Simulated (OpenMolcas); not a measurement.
**4f¹⁰ along the 64-electron sequence**

```json
{
 "Program": "OpenMolcas",
 "Method": "CASSCF",
 "Basis": "ANO-R3",
 "Scalar Hamiltonian": "X2C, finite nucleus",
 "Spin-orbit coupling": "state interaction with AMFI integrals over the reference wave functions, term energies averaged over their components"
}
```

Active space for each ion: 10 electrons in 7 orbitals (4f).

Computed levels in cm-1 above ⁵I₈:

```json
{"Level": "⁵I₇", "Dy2+": "4258", "Ho3+": "5135", "Er4+": "6094"}
{"Level": "⁵I₆", "Dy2+": "7389", "Ho3+": "8844", "Er4+": "10426"}
{"Level": "⁵I₅", "Dy2+": "9752", "Ho3+": "11608", "Er4+": "13584"}
{"Level": "⁵I₄", "Dy2+": "11596", "Ho3+": "13775", "Er4+": "16084"}
{"Level": "⁵F₅", "Dy2+": "18508", "Ho3+": "20401", "Er4+": "22158"}
{"Level": "⁵S₂", "Dy2+": "21049", "Ho3+": "23348", "Er4+": "25478"}
{"Level": "⁵F₄", "Dy2+": "21271", "Ho3+": "23758", "Er4+": "26163"}
{"Level": "³K₈(1)", "Dy2+": "21572", "Ho3+": "23951", "Er4+": "26205"}
{"Level": "⁵F₃", "Dy2+": "22972", "Ho3+": "25777", "Er4+": "28522"}
{"Level": "weight of ⁵I in the lowest level (%)", "Dy2+": "95", "Ho3+": "94", "Er4+": "94"}
```

Mixed levels, with the weight of the term that names them: Ho3+ ⁵S₂ (73 %), Er4+ ⁵S₂ (67 %), Er4+ ³K₈(1) (75 %).

The fine-structure level ⁵I₄ changes by a factor of 1.39 from Dy2+ to Er4+. Its fourth root runs 10.38, 10.83, 11.26, with steps per unit of Z of 0.46, 0.43; equal steps would mean a (Z - σ)^4 law with constant σ.

⁵F₅ changes by a factor of 1.2 over the same range, with steps per unit of Z of +1890, +1760 cm-1.

High states are left out of the spin-orbit mixing, which shifts the levels that they would mix with. Without dynamic correlation excited terms often stand tens of per cent too high (terms of higher spin than the ground term too low), and those without a measured partner can miss by more than the paired ones. Only configurations of the active space appear.

A number in round brackets counts repeated terms of one configuration in the order of the reference energies.
